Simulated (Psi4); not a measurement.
H3S (SMILES [SH3+]), charge +1, singlet, at a GFN2-xTB geometry; MP2/STO-3G in Psi4.

Psi4 was given this input:
```
memory 2 GB

molecule {
1 1
S     0.10558214   -0.00190789    0.04613646
H    -0.31822157    0.99705449   -0.76565970
H    -0.35082551   -0.98045104   -0.77282250
H    -1.02026722    0.01392277    0.80029891
}

set {
  basis sto-3g
  freeze_core true
  mp2_type conv
  scf_type pk
  puream true
  d_convergence 1e-8
}

energy('mp2')
print_variables()
```

Problem. Predict the main parts of the log of this Psi4 run.

Solution. 
```
   => Loading Basis Set <=

    Name: STO-3G
    Role: ORBITAL
    Keyword: BASIS

         ---------------------------------------------------------
                                   SCF
               by Justin Turney, Rob Parrish, Andy Simmonett
                          and Daniel G. A. Smith
                              RHF Reference
         ---------------------------------------------------------

  ==> Geometry <==

    Molecular point group: c1
    Full point group: C1

    Geometry (in Angstrom), charge = 1, multiplicity = 1:

       Center              X                  Y                   Z               Mass
    ------------   -----------------  -----------------  -----------------  -----------------
         S            0.057771871716    -0.001043948458     0.025244699113    31.972071174400
         H           -0.366031838284     0.997918431542    -0.786551460887     1.007825032230
         H           -0.398635778284    -0.979587098458    -0.793714260887     1.007825032230
         H           -1.068077488284     0.014786711542     0.779407149113     1.007825032230

  Running in c1 symmetry.

  Rotational constants: A =      4.89693  B =      4.89693  C =      4.27614 [cm^-1]
  Rotational constants: A = 146806.17803  B = 146806.17788  C = 128195.53771 [MHz]
  Nuclear repulsion =   19.545770213153933

  Charge       = 1
  Multiplicity = 1
  Electrons    = 18
  Nalpha       = 9
  Nbeta        = 9

  ==> Algorithm <==

  SCF Algorithm Type is PK.
  DIIS enabled.
  MOM disabled.
  Fractional occupation disabled.
  Guess Type is SAD.
  Energy threshold   = 1.00e-08
  Density threshold  = 1.00e-08
  Integral threshold = 1.00e-12

  ==> Primary Basis <==

  Basis Set: STO-3G
    Blend: STO-3G
    Number of shells: 8
    Number of basis functions: 12
    Number of Cartesian functions: 12
    Spherical Harmonics?: true
    Max angular momentum: 1

  ==> Integral Setup <==

  Using in-core PK algorithm.
   Calculation information:
      Number of atoms:                   4
      Number of AO shells:               8
      Number of primitives:             24
      Number of atomic orbitals:        12
      Number of basis functions:        12

      Integral cutoff                 1.00e-12
      Number of threads:                 1

  Performing in-core PK
  Using 6162 doubles for integral storage.
  We computed 666 shell quartets total.
  Whereas there are 666 unique shell quartets.

  ==> DiskJK: Disk-Based J/K Matrices <==

    J tasked:                  Yes
    K tasked:                  Yes
    wK tasked:                  No
    Schwarz Cutoff:          1E-12

  Minimum eigenvalue in the overlap matrix is 2.9946687157E-01.
  Reciprocal condition number of the overlap matrix is 1.5073631400E-01.
    Using symmetric orthogonalization.

  ==> Pre-Iterations <==

  SCF Guess: Superposition of Atomic Densities via on-the-fly atomic UHF (no occupation information).

   -------------------------
    Irrep   Nso     Nmo
   -------------------------
     A         12      12
   -------------------------
    Total      12      12
   -------------------------

  ==> Iterations <==

                        Total Energy        Delta E     RMS |[F,P]|

   @RHF iter SAD:  -394.15023273196084   -3.94150e+02   0.00000e+00
   @RHF iter   1:  -394.66003950958617   -5.09807e-01   6.88863e-03 ADIIS/DIIS
   @RHF iter   2:  -394.66568520481030   -5.64570e-03   1.36136e-03 ADIIS/DIIS
   @RHF iter   3:  -394.66592240289282   -2.37198e-04   5.40677e-05 DIIS
   @RHF iter   4:  -394.66592287975527   -4.76862e-07   1.22117e-05 DIIS
   @RHF iter   5:  -394.66592291399974   -3.42445e-08   1.10309e-06 DIIS
   @RHF iter   6:  -394.66592291423495   -2.35218e-10   2.71739e-08 DIIS
   @RHF iter   7:  -394.66592291423524   -2.84217e-13   1.36247e-09 DIIS
  Energy and wave function converged.

  ==> Post-Iterations <==

    Orbital Energies [Eh]
    ---------------------

    Doubly Occupied:

[...]
    Virtual:

[...]
    Final Occupation by Irrep:
              A
    DOCC [     9 ]
    NA   [     9 ]
    NB   [     9 ]

  @RHF Final Energy:  -394.66592291423524

   => Energetics <=

    Nuclear Repulsion Energy =             19.5457702131539328
    One-Electron Energy =                -578.7363864958774684
    Two-Electron Energy =                 164.5246933684883004
    Total Energy =                       -394.6659229142352387

Computation Completed

Properties will be evaluated at   0.000000,   0.000000,   0.000000 [a0]

Properties computed using the SCF density matrix

 Multipole Moments:

 ------------------------------------------------------------------------------------
     Multipole            Electronic (a.u.)      Nuclear  (a.u.)        Total (a.u.)
 ------------------------------------------------------------------------------------

 L = 1.  Multiply by 2.5417464519 to convert [e a0] to [Debye]
 Dipole X            :          0.8276043           -1.7166181           -0.8890138
 Dipole Y            :         -0.0149550            0.0310196            0.0160646
 Dipole Z            :          0.3616400           -0.7501143           -0.3884743
 Magnitude           :                                                    0.9703174

 ------------------------------------------------------------------------------------

 MINTS: Wrapper to libmints.
   by Justin Turney

   Calculation information:
      Number of threads:                 1
      Number of atoms:                   4
      Number of AO shells:               8
      Number of SO shells:               8
      Number of primitives:             24
      Number of atomic orbitals:        12
      Number of basis functions:        12

      Number of irreps:                  1
      Integral cutoff                 1.00e-12
      Number of functions per irrep: [  12 ]

 OEINTS: Overlap, kinetic, potential, dipole, and quadrupole integrals
         stored in file 35.

      Computed 2259 non-zero two-electron integrals.
        Stored in file 33.
[...]
  DIE_IF_NOT_CONVERGED          => (empty)
[...]
  FREEZE_CORE_POLICY            => (empty)
  FROZEN_DOCC                   => (empty)
  FROZEN_UOCC                   => (empty)
  INTEGRAL_PACKAGE              => (empty)
  IP_POLES                      => (empty)
  LEVEL_SHIFT                   => (empty)
  LITERAL_CFOUR                 => (empty)
  LS_THC_BASIS_TOLERANCE        => (empty)
  LS_THC_DF                     => (empty)
  LS_THC_PRUNING_SCHEME         => (empty)
  LS_THC_RADIAL_POINTS          => (empty)
  LS_THC_SPHERICAL_POINTS       => (empty)
  LS_THC_S_EPSILON              => (empty)
  LS_THC_WEIGHTS_TOLERANCE      => (empty)
  MAT_NUM_COLUMN_PRINT          => (empty)
  MAX_MOGRAD_CONVERGENCE        => (empty)
  MAX_RADIAL_MOMENT             => (empty)
  MBIS_D_CONVERGENCE            => (empty)
  MBIS_MAXITER                  => (empty)
  MBIS_PRUNING_SCHEME           => (empty)
  MBIS_RADIAL_POINTS            => (empty)
  MBIS_SPHERICAL_POINTS         => (empty)
  MOGRAD_DAMPING                => (empty)
  MOLDEN_WITH_VIRTUAL           => (empty)
  MO_MAXITER                    => (empty)
  MO_READ                       => (empty)
  MO_STEP_MAX                   => (empty)
  MO_WRITE                      => (empty)
  MP2_OS_SCALE                  => (empty)
  MP2_SOS_SCALE                 => (empty)
  MP2_SOS_SCALE2                => (empty)
  MP2_SS_SCALE                  => (empty)
  MP2_TYPE                      => CONV            !
  MP_TYPE                       => (empty)
  NAT_ORBS                      => (empty)
  NUM_FROZEN_DOCC               => (empty)
  NUM_FROZEN_UOCC               => (empty)
  NUM_GPUS                      => (empty)
  OCC_ORBS_PRINT                => (empty)
  OEPROP                        => (empty)
  OPT_METHOD                    => (empty)
  ORBITAL_OPTIMIZER_PACKAGE     => (empty)
  ORB_OPT                       => FALSE           !
  ORB_RESP_SOLVER               => (empty)
  ORTH_TYPE                     => (empty)
  OS_SCALE                      => (empty)
  PARENT_SYMMETRY               => (empty)
  PCG_BETA_TYPE                 => (empty)
  PCG_CONVERGENCE               => (empty)
  PCG_MAXITER                   => (empty)
  PCM                           => (empty)
  PE                            => (empty)
  PRINT                         => (empty)
  PRINT_NOONS                   => (empty)
  PROPERTIES                    => (empty)
  PROPERTIES_ORIGIN             => (empty)
  PUREAM                        => TRUE            !
  QC_MODULE                     => (empty)
  RAS1                          => (empty)
  RAS2                          => (empty)
  RAS3                          => (empty)
  RAS4                          => (empty)
  RELATIVISTIC                  => (empty)
  RELAXED                       => (empty)
  REMP_A                        => (empty)
  RESTRICTED_DOCC               => (empty)
  RESTRICTED_UOCC               => (empty)
  RMS_MOGRAD_CONVERGENCE        => (empty)
  R_CONVERGENCE                 => (empty)
  SCF_TYPE                      => PK              !
  SCREENING                     => (empty)
  SCS_TYPE                      => (empty)
  SOCC                          => (empty)
  SOS_TYPE                      => (empty)
  SPIN_SCALE_TYPE               => NONE            !
  SS_SCALE                      => (empty)
  SYMMETRIZE                    => (empty)
  TPDM_ABCD_TYPE                => (empty)
  WFN                           => (empty)
  WFN_TYPE                      => OMP2            !
  WRITER_FILE_LABEL             => (empty)
  ZORA_BASIS_TOLERANCE          => (empty)
  ZORA_NR_DEBUG                 => (empty)
  ZORA_PRUNING_SCHEME           => (empty)
  ZORA_RADIAL_POINTS            => (empty)
  ZORA_SPHERICAL_POINTS         => (empty)

 ==============================================================================
 ==============================================================================
 ==============================================================================

                             MP2
                    Program Written by Ugur Bozkaya,
              Additional Contributions by J. P. Misiewicz

 ==============================================================================
 ==============================================================================
 ==============================================================================

	MO spaces per irreps...

	IRREP   FC    OCC   VIR  FV
	==============================
	   A     5     4     3    0
	==============================

	Cost of iabc is      0 MB
	Cost of abcd is      0 MB
	Switching to the incore algorithm for iabc..
	Switching to the incore algorithm for abcd..

	Computing MP2 energy using SCF MOs (Canonical MP2)...
	==============================================================================
	Nuclear Repulsion Energy (a.u.)    :    19.54577021315393
	SCF Energy (a.u.)                  :  -394.66592291423524
	REF Energy (a.u.)                  :  -394.66592291423524
	Alpha-Alpha Contribution (a.u.)    :    -0.00041971702699
	Alpha-Beta Contribution (a.u.)     :    -0.04153038546851
	Beta-Beta Contribution (a.u.)      :    -0.00041971702699
	Scaled_SS Correlation Energy (a.u.):    -0.00027981135133
	Scaled_OS Correlation Energy (a.u.):    -0.04983646256222
	SCS-MP2 Total Energy (a.u.)        :  -394.71603918814878
	SOS-MP2 Total Energy (a.u.)        :  -394.71991241534431
	SCSN-MP2 Total Energy (a.u.)       :  -394.66740031817028
	SCS-MP2-VDW Total Energy (a.u.)    :  -394.71950152466189
	SOS-PI-MP2 Total Energy (a.u.)     :  -394.72406545389117
	MP2 Correlation Energy (a.u.)      :    -0.04236981952249
	MP2 Total Energy (a.u.)            :  -394.70829273375773
	==============================================================================

  Variable Map:
  ----------------------------------------------------------------------------
[...]
  Array Variable Map:
  ----------------------------------------------------------------------------
[...]
[...]
```
